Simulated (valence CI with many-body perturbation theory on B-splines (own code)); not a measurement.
Values are calculated unless marked as measured or tabulated.
# A CI+MBPT run for Au56+

Level of theory: valence CI with perturbative core correlation (CI+MBPT): five valence electrons over a frozen Dirac-Fock core [Ar], a basis of 7 s, 7 p, 8 d, 6 f, 4 g, 1 h functions for each j, with the one-electron correlation potential Σ1 (screened to all orders), the two-electron term Σ2, the three-electron term Σ3, Breit, model QED; selected single and double excitations, second order for the rest (own B-spline code, finite nucleus).

Command, and the settings that its task file holds:

```sh
python run_cv.py task.json out
```

```
atom Au  Z=79  mass_number=197  rms_radius_fm=5.4371
core [Ar]
valence 3d5
avg = 1
basis = M
breit = 1
cap = 40000
capref = 1200
cscale = 1
de = 0.0
dress = 0
eps = 2e-08
h = 0.27
hh = 1
l2 = 3
lcore = 6
maxit = 60
n2 = 5
natural = 1
nlev = 45
nno = [4, 4, 5, 4, 3, 1]
nroot = 26
nsp = [3, 3, 3, 2, 1, 0]
pt2 = 1
qed = 1
rpa = 1
s1 = 1
s2 = 1
s3 = 1
screen = 1
tol = 2e-05
```

(1) Roughly how long does this run take on one core of Arm Neoverse V1, and how much memory?

Log. The first blocks belong to the next ion, which gives the ionisation energy. Fields: 2J, parity (1 odd), roots, reference size, generating configurations, candidates as configurations/state functions, variational space P, stored matrix elements, Davidson steps; e2 is the range of second-order energies in hartree. The first line gives the box (bohr), its intervals, the orbitals and the steps of their self-consistent field. Window is the range of levels sought, series limit the energy at which the first omitted orbital would enter, core excitation an estimate of the first excitation out of the core, left out the lowest levels not solved, and shifts from estimates the range by which levels moved from their first estimate, all in cm⁻¹.

```
rmax 2.0 intervals 55 orbitals 59 references ['3d5', '3d4 4s', '3d4 4p'] scf 4 t 0.9
2J=0 par=0 roots 2 ref 17 generators 4 cand 2409/4463 P 1524/2820 nnz 1.6e+06 it 4
2J=0 par=0 roots 2 ref 17 generators 4 cand 898/1660 P 1930/3630 nnz 2.6e+06 it 3
   second order: generators 7 cand 3702/9407 e2 -0.00001 -0.00001
reference levels 902, estimated 36, window 2195700 1/cm; series limit 34580776, core excitation 2744625
2J=5 par=0 roots 9 ref 81 generators 5 cand 3276/42524 P 545/7969 nnz 1.5e+07 it 5
2J=5 par=0 roots 9 ref 81 generators 5 cand 2926/37123 P 1850/25286 nnz 1.3e+08 it 8
   second order: generators 6 cand 4144/104413 e2 -0.00092 -0.00054
2J=7 par=0 roots 6 ref 72 generators 3 cand 3258/45045 P 441/7999 nnz 1.6e+07 it 4
2J=7 par=0 roots 6 ref 72 generators 3 cand 2976/39609 P 1502/24082 nnz 1.2e+08 it 5
   second order: generators 3 cand 1915/23526 e2 -0.00128 -0.00079
2J=11 par=0 roots 3 ref 35 generators 3 cand 2931/33734 P 606/7996 nnz 1.5e+07 it 4
2J=11 par=0 roots 3 ref 35 generators 3 cand 2534/28258 P 1994/24605 nnz 1.3e+08 it 5
   second order: generators 3 cand 1146/11649 e2 -0.00023 -0.00019
2J=3 par=0 roots 6 ref 67 generators 3 cand 3225/32861 P 611/7987 nnz 1.5e+07 it 4
2J=3 par=0 roots 6 ref 67 generators 3 cand 2830/27440 P 2212/24854 nnz 1.2e+08 it 5
   second order: generators 4 cand 2911/55417 e2 -0.00022 -0.00016
2J=9 par=0 roots 5 ref 56 generators 3 cand 3147/41475 P 480/7978 nnz 1.6e+07 it 4
2J=9 par=0 roots 5 ref 56 generators 3 cand 2839/36045 P 1581/23977 nnz 1.2e+08 it 5
   second order: generators 3 cand 1738/20046 e2 -0.00096 -0.00057
2J=1 par=0 roots 4 ref 39 generators 3 cand 2962/17001 P 1154/7993 nnz 1.4e+07 it 5
2J=1 par=0 roots 4 ref 39 generators 3 cand 2148/11546 P 2829/17702 nnz 6e+07 it 5
   second order: generators 3 cand 473/1837 e2 -0.00001 -0.00001
2J=13 par=0 roots 1 ref 18 generators 1 cand 2257/23681 P 669/7995 nnz 1.9e+07 it 4
2J=13 par=0 roots 1 ref 18 generators 1 cand 1817/18203 P 1770/19653 nnz 9.3e+07 it 5
   second order: generators 1 cand 716/6545 e2 -0.00003 -0.00003
left out: unestimated 3202264, estimated 2513022, shifts from estimates -468 to 437
operators 1.3
```

The Davidson iterations converged.

No measured spectrum was set against this ion. As an estimate, large intervals hold to a few tenths of a per cent, small ones and those within an open d or f shell to about a per cent. The list stops below the first excitations out of the core. Only levels of the ground parity were solved; by the run's estimate the other parity begins above the list, which can be wrong where configurations are misplaced.

```
Valence energy                            : -1098.767 hartree
Ionisation energy                         : 5593.6 eV (NIST: 5594 ± 5 eV (theoretical))
Reference configurations for the orbitals : 3d5, 3d4 4s, 3d4 4p
Radial orbitals                           : 59
Box radius                                : 2.011 bohr
Largest variational space                 : 25286
Lowest levels                             : (3d3/2^4 3d5/2) J=5/2 0, (3d3/2^3 3d5/2^2) J=5/2 [a] 672140, (3d3/2^3 3d5/2^2) J=7/2 [a] 771430, (3d3/2^3 3d5/2^2) J=11/2 780320, (3d3/2^3 3d5/2^2) J=3/2 [a] 789970, (3d3/2^3 3d5/2^2) J=9/2 832380, (3d3/2^3 3d5/2^2) J=5/2 [b] 867890, (3d3/2^3 3d5/2^2) J=7/2 [b] 905360, (3d3/2^3 3d5/2^2) J=1/2 906040, (3d3/2^3 3d5/2^2) J=3/2 [b] 1064900, (3d3/2^2 3d5/2^3) J=5/2 [a] 1433400, (3d3/2^2 3d5/2^3) J=7/2 [a] 1511000, (3d3/2^2 3d5/2^3) J=11/2 1511900, (3d3/2^2 3d5/2^3) J=9/2 [a] 1530400 cm⁻¹
```

Levels are named by their leading jj configuration (3d3/2^4 stands for four electrons in 3d with j = 3/2), which in mixed levels can hold well under half, so a name can repeat and another be missing. Letters in brackets count levels of one name in rising energy.

Answers

(1) 120 s on 1 thread of Arm Neoverse V1, on a shared host, peak memory 1.3 GiB.
